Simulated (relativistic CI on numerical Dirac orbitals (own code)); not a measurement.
# Line list: Electric-dipole lines, Er42+

Method of calculation: Dirac-Coulomb-Breit CI, KLI orbitals optimised for each configuration, QED by a radiative potential, unscaled Slater integrals (own radial code, finite nucleus).

Configurations in the expansion (outside the closed core [Ne]): 3s²3p⁶3d⁸, 3s²3p⁵3d⁹, 3s²3p⁴3d¹⁰, 3s3p⁶3d⁹, 3p⁶3d¹⁰, 3s3p⁵3d¹⁰, 3s²3p⁶3d⁷4s, 3s²3p⁶3d⁷4p, 3s²3p⁴3d⁹4s, 3s²3p⁶3d⁷4d, 3s²3p⁴3d⁹4p, 3s²3p⁵3d⁸4s, 3s²3p⁶3d⁷4f, 3s²3p⁴3d⁹4d, 3s3p⁵3d⁹4s, 3s²3p⁵3d⁸4p, 3s3p⁵3d⁹4p, 3s²3p⁶3d⁶4s², 3s²3p⁵3d⁸4d, 3s3p⁶3d⁸4s, 3s3p⁵3d⁹4d, 3s²3p⁶3d⁶4s4p, 3p⁶3d⁹4s, 3s²3p⁵3d⁸4f, 3s²3p⁶3d⁷5s, 3s²3p⁶3d⁶4p², 3s3p⁶3d⁸4p, 3p⁶3d⁹4p, 3s²3p⁶3d⁶4s4d, 3s²3p⁶3d⁷5p, 3s²3p⁶3d⁷5d, 3s²3p⁵3d⁷4s², 3s²3p⁶3d⁶4p4d, 3p⁶3d⁹4d, 3s3p⁶3d⁸4d, 3s²3p⁶3d⁷5f. Levels of other configurations are missing.

```
λ vac (Å)                  Lower                   Upper   A (s⁻¹)  log gf  S velocity/length
   7.0867      3s²3p⁶3d⁸ ³F4 [1]  3s²3p⁶3d⁷4f ³G°5 [397]  5.13e+12   -0.37               0.96
   7.0920      3s²3p⁶3d⁸ ³F4 [1]  3s²3p⁶3d⁷4f ³D°3 [394]  1.66e+13   -0.06               0.93
   7.3362      3s²3p⁶3d⁸ ³F4 [1]  3s²3p⁵3d⁸4s ³F°4 [299]  8.29e+12   -0.22               0.97
   7.3540      3s²3p⁶3d⁸ ¹G4 [7]  3s²3p⁵3d⁸4s ¹H°5 [381]  1.28e+13    0.06               0.97
   7.3865      3s²3p⁶3d⁸ ³F3 [4]  3s²3p⁵3d⁸4s ⁵G°4 [352]  6.80e+12   -0.30               0.97
   7.4045      3s²3p⁶3d⁸ ¹D2 [2]  3s²3p⁵3d⁸4s ¹F°3 [288]  9.87e+12   -0.25               0.97
   7.4163      3s²3p⁶3d⁸ ³F4 [1]  3s²3p⁵3d⁸4s ³G°5 [269]  1.25e+13    0.05               0.97
   8.3576      3s²3p⁶3d⁸ ³F4 [1]  3s²3p⁶3d⁷4p ³D°3 [101]  4.84e+12   -0.45               1.00
   8.4043      3s²3p⁶3d⁸ ³F4 [1]   3s²3p⁶3d⁷4p ³F°4 [98]  7.69e+12   -0.14               0.98
   8.4976      3s²3p⁶3d⁸ ³F4 [1]   3s²3p⁶3d⁷4p ³G°5 [88]  4.79e+12   -0.24               0.96
   22.738    3s²3p⁵3d⁹ ³F°3 [17]     3s²3p⁴3d¹⁰ ¹D2 [29]  2.66e+12    0.01               0.74
   23.019      3s²3p⁶3d⁸ ¹G4 [7]     3s²3p⁵3d⁹ ¹F°3 [19]  2.97e+12    0.22               0.92
   29.385    3s²3p⁵3d⁹ ³F°4 [10]       3s3p⁶3d⁹ ³D3 [24]  1.54e+12    0.14               0.70
   30.161    3s²3p⁵3d⁹ ³D°3 [12]       3s3p⁶3d⁹ ³D2 [25]  1.48e+12    0.00               0.70
   31.844   3s²3p⁶3d⁷4s ³F4 [34]  3s²3p⁵3d⁸4s ³D°3 [335]  1.74e+12    0.27               0.86
   31.864   3s²3p⁶3d⁷4s ⁵F5 [33]  3s²3p⁵3d⁸4s ⁵D°4 [328]  1.77e+12    0.38               0.86
   31.974      3s²3p⁶3d⁸ ³F4 [1]     3s²3p⁵3d⁹ ³D°3 [12]  1.48e+12    0.20               0.91
   32.522    3s²3p⁵3d⁹ ¹F°3 [19]     3s²3p⁴3d¹⁰ ¹D2 [29]  1.70e+12    0.13               0.67
   32.657      3s²3p⁶3d⁸ ³F3 [4]     3s²3p⁵3d⁹ ³D°2 [14]  8.88e+11   -0.15               0.91
   33.099      3s²3p⁶3d⁸ ¹G4 [7]     3s²3p⁵3d⁹ ³F°3 [17]  8.16e+11   -0.03               0.89
   33.751   3s²3p⁶3d⁷4s ⁵F5 [33]  3s²3p⁵3d⁸4s ⁵F°5 [294]  9.91e+11    0.27               1.00
   33.894      3s²3p⁶3d⁸ ¹D2 [2]     3s²3p⁵3d⁹ ¹D°2 [11]  7.93e+11   -0.17               0.94
   33.917      3s²3p⁶3d⁸ ³F4 [1]     3s²3p⁵3d⁹ ³F°4 [10]  3.76e+11   -0.23               0.92
   63.787  3s²3p⁶3d⁷4p ³G°5 [58]   3s²3p⁶3d⁷4d ³H6 [181]  4.32e+11    0.54               1.10
   64.480  3s²3p⁶3d⁷4p ³I°6 [87]   3s²3p⁶3d⁷4d ³K7 [227]  4.27e+11    0.60               1.16
   81.371   3s²3p⁶3d⁷4s ³D3 [37]  3s²3p⁶3d⁷4p ³F°4 [105]  2.19e+11    0.29               1.05
   81.534   3s²3p⁶3d⁷4s ⁵F5 [33]   3s²3p⁶3d⁷4p ⁵G°6 [95]  2.22e+11    0.46               1.11
   81.609   3s²3p⁶3d⁷4s ⁵F4 [39]  3s²3p⁶3d⁷4p ⁵G°5 [120]  2.20e+11    0.38               1.09
   81.961   3s²3p⁶3d⁷4s ³G5 [42]  3s²3p⁶3d⁷4p ⁵G°6 [123]  2.17e+11    0.45               1.13
   82.595   3s²3p⁶3d⁷4s ³H6 [50]  3s²3p⁶3d⁷4p ³I°7 [134]  2.16e+11    0.52               1.17
```

Terms are leading LS components. Brackets give the number of a level in order of energy, since labels repeat. The list gives strong lines, with weight on those to low levels, among the lowest 400 of 6493 levels, so that lines to higher ones, which can be the strongest, are missing. Levels whose partners in the same complex of configurations lie outside the list can be far off, and so can their lines. Rates are taken at the computed energies, electric ones in the length gauge. A velocity-to-length ratio far from 1 marks an uncertain rate.

At this charge energies of transitions that change n are usually good to better than 1 %, and those within a shell (Δn = 0) to a few per cent.

LS names give the leading component of a level, which can be under half, so a name can repeat, a term be missing and a line seem to break the LS rules.
